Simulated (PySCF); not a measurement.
Spectroscopy problems

Method: GFN2-xTB geometry, shielding tensors at PBE0/pcSseg-1 (GIAO), spin–spin couplings from B3LYP/pcJ-1 (spin–dipole term left out of most H,H and C,H couplings), in PySCF 2.14.0 with density-fitted response routines (averaged over atoms made equivalent by symmetry, fast rotation or ring inversion, no solvent, no relativistic terms, single conformer).

δ = σ(ref) − σ, references computed at the same level: $^{1}$H (σref 31.72) and $^{13}$C (σref 186.93) vs TMS. Multiplet labels drop J under 1 Hz and among equivalent protons, and merge close values. Unscaled 3J(H,H) run several per cent high. Where no couplings were computed, multiplicities follow the n + 1 count of equivalent neighbours, and m marks all less simple cases (inequivalent or close neighbours, rings, F or P nearby). Shifts are as computed. Against solution values, carbons near 30 ppm lie about +3 ppm off and those near 130 ppm about +5 ppm. Of 1211 compounds with measured shifts, 218 miss one by over three times the rms of a fit or turn the order of signals round; such compounds aren't used in these exercises.

(1) C$_{9}$H$_{8}$O. $^{1}$H NMR (600 MHz, computed): δ 10.00 (d, 1H), 6.88 (d, 1H), 6.86 (m, 1H), 6.33 (m, 1H), 6.11 (d, 1H), 6.03 (m, 1H), 5.84 (m, 1H), 3.04 (d, 1H). $^{13}$C{$^{1}$H} NMR (computed): δ 197.3, 157.4, 147.3, 143.1, 139.6, 129.1, 127.2, 100.0, 84.4. What is it?

(2) C$_{9}$H$_{8}$O. $^{1}$H NMR (600 MHz, computed): δ 9.43 (d, 1H), 6.07 (m, 1H), 6.04 (m, 1H), 3.17 (m, 1H), 2.97 (m, 1H), 2.88 (m, 1H), 1.87 (m, 1H), 1.70 (s, 1H). $^{13}$C{$^{1}$H} NMR (computed): δ 204.9, 142.2, 136.1, 89.7, 76.6, 48.7, 44.5, 38.8, 30.6. What is it?

(3) C$_{5}$H$_{7}$N$_{3}$. $^{1}$H NMR (400 MHz, computed): δ 7.57 (s, 2H), 4.12 (tt, J = 8.5, 4.4 Hz, 1H), 1.47 (m, 2H), 0.99 (m, 2H). $^{13}$C{$^{1}$H} NMR (computed): δ 137.5, 36.1, 10.8. What is it?

Answers

(1) `C#C/C=C\C(C=C)=C/C=O`. Rings plus π bonds: 6 (no ring in the answer). 9 carbon signals for 9 carbons: no two carbons are equivalent. Carbon types of the structure: 2 × C, 6 × CH, 1 × CH2, which accounts for all hydrogens. δC 197.3: aldehyde carbonyl carbon; low-lying n→π* states of the double bond to the heteroatom give a large paramagnetic term (-260 ppm). δC 147.3, 143.1, 127.2: alkene CH; an sp2 carbon of a C=C bond. δC 139.6: α carbon of a C=C–C=O unit; an sp2 carbon of a C=C bond. δC 129.1: terminal =CH2 carbon; as expected for a trigonal carbon in a double bond.

The data come from this structure; uniqueness wasn't tested.

(2) `C#C[C@@]12CC=C[C@@H]1[C@@H]2C=O`. The formula gives 6 degrees of unsaturation (2 rings in the answer). 9 carbon signals for 9 carbons: no two carbons are equivalent. Carbon types of the structure: 2 × C, 6 × CH, 1 × CH2, which accounts for all hydrogens. δC 204.9: aldehyde carbonyl carbon; low-lying n→π* states of the double bond to the heteroatom give a large paramagnetic term (-264 ppm). δC 89.7: alkyne carbon; sp carbons lie upfield of alkene carbons because the cylindrical π system leaves one tensor component strongly shielded. δC 76.6: terminal alkyne carbon; sp carbons lie upfield of alkene carbons because the cylindrical π system leaves one tensor component strongly shielded. δH 9.43: hydrogen on an aldehyde carbonyl carbon; the C=O anisotropy and electron withdrawal place aldehyde protons far downfield.

The shifts were computed for this structure.

(3) SMILES c1cnn(C2CC2)n1. Rings plus π bonds: 4 (2 rings in the answer). 3 carbon signals for 5 carbons: some carbons are equivalent by symmetry or fast rotation. Carbon types of the structure: 3 × CH, 2 × CH2, which accounts for all hydrogens. δC 137.5: aromatic CH next to a ring nitrogen. δC 36.1, 10.8: three-membered-ring carbon. δH 7.57: hydrogen on an aromatic CH next to a ring nitrogen; it sits in the deshielding region of the aromatic ring current. δH 4.12, 1.47, 0.99: hydrogen on a three-membered-ring carbon.

This is the structure that produced the data.
